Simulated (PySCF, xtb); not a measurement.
MoO2, SMILES [O]=[Mo]=[O] (connectivity only; charge and spin as stated), neutral, multiplicity 3.

Harmonic wavenumbers (cm⁻¹) from GFN2-xTB run with xtb at its own minimum, in rising order: 167, 872, 951.

What does PBE-D3(BJ)/def2-TZVP (PySCF) give at its own minimum? (The exact figures need the calculation; the answer reports its results.)

315, 936, 984. Paired by order, the mean absolute difference is 82 cm⁻¹ and the zero-point energies are 2.8 and 3.2 kcal/mol.
